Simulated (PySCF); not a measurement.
Si(H)(Me)(OH)(OMe) (C₂H₈O₂Si), SMILES CO[SiH](O)C. Atoms are numbered in the order given.

```xyz
13

Si     0.2564     0.3415    -0.3402
C      1.9791    -0.2712    -0.6838
O      0.3627     1.4696     0.9041
O     -0.6433    -1.0091     0.0972
C     -2.0252    -0.9643     0.3761
H     -0.4247     0.9863    -1.5256
H      1.9658    -1.0718    -1.4494
H      2.6284     0.5520    -1.0420
H      2.4230    -0.6852     0.2438
H     -0.4014     2.0626     0.9982
H     -2.2469    -0.3967     1.3104
H     -2.4001    -1.9997     0.5153
H     -2.6129    -0.5001    -0.4522
```
Charge 0, spin multiplicity 1.

Coordinates come from a PBE-D3(BJ)/def2-SVP optimisation. Other conformers were not sampled.

All values below come from PBE/pcSseg-1 (PySCF).

GIAO shieldings, no solvent; atoms alike by connectivity are averaged. δ = σ(ref) − σ: ²⁹Si against TMS (σ = 335.4 ppm); ¹³C against TMS (σ = 182.0 ppm); ¹⁷O against H2O (σ = 334.3 ppm); ¹H against TMS (σ = 31.49 ppm), references at their B3LYP-D3(BJ)/def2-TZVP geometries, non-relativistic.

| nucleus | atoms | count | δ (ppm) |
|---|---|---|---|
| ²⁹Si | Si1 | 1 | -2.8 |
| ¹³C | C5 | 1 | 58.2 |
| ¹³C | C2 | 1 | 0.7 |
| ¹⁷O | O3 | 1 | 73.2 |
| ¹⁷O | O4 | 1 | 68.1 |
| ¹H | H6 | 1 | 5.70 |
| ¹H | H11, H12, H13 | 3 | 4.24 |
| ¹H | H10 | 1 | 2.43 |
| ¹H | H7, H8, H9 | 3 | 0.71 |
